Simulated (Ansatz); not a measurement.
Cartesian coordinates in Å:
```
I -0.2598 0.5759 2.1264
P -0.7641 0.0892 -0.2177
I 0.8532 1.4887 -1.4060
I 0.1707 -2.1538 -0.5028
```

Charge 0, multiplicity 1. I: def2 effective core potential.

Task: List the r2SCAN/def2-TZVPP orbital energies in eV (Ansatz). (Estimate.)

Result: Ansatz gave: Occupied: -2091.43, -185.07, -185.07, -185.07, -178.59, -131.20, -131.20, -131.20, -130.91, -130.91, -130.91, -130.91, -130.91, -130.91, -128.09, -128.09, -127.99, -50.97, -50.97, -50.97, -50.88, -50.88, -50.87, -50.87, -50.87, -50.87, -50.64, -50.64, -50.64, -50.64, -50.64, -50.64, -19.99, -18.39, -18.39, -14.92, -10.15, -10.15, -9.09, -7.68, -7.68, -6.99, -6.99, -6.76, -6.57. Lowest empty: -3.46, -2.70, -2.70, 2.44, 2.44, 2.55, 3.00, 3.00.
